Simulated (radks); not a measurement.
The numbers below are computed, except where a source is named.
Species: Kr29+. Configuration: [He] 2s2 2p3. Code: a radial shooting solver on a logarithmic mesh with Libxc functionals. Model: scalar-relativistic Kohn-Sham, OLYP, spin-polarised, spherical densities, finite nucleus; open shells are filled with parallel spins first; Fermi nuclear charge, rms radius 4.1884 fm.

Unscreened Slater integrals over Kohn-Sham orbitals (cm^-1). They are taken over the spin-up orbitals. Empty in this configuration: 3s.

| integral | value |
|---|---|
| F0(2p,2p) | 1330600 |
| F2(2p,2p) | 636730 |
| F0(2p,2s) | 1211900 |
| G1(2p,2s) | 682690 |
| F0(2p,1s) | 1799700 |
| G1(2p,1s) | 343110 |
| F0(2p,3s) | 616880 |
| G1(2p,3s) | 64079 |
| F0(2s,2s) | 1137600 |
| F0(2s,1s) | 1595300 |
| G0(2s,1s) | 159060 |
| F0(2s,3s) | 602340 |
| G0(2s,3s) | 50943 |
| F0(1s,1s) | 4989800 |
| F0(1s,3s) | 704810 |
| G0(1s,3s) | 36644 |
| F0(3s,3s) | 471970 |

Derived for the open shells (J is the average intra-shell exchange parameter used in DFT+U). 2p: J = F2/5 = 127300 cm^-1.
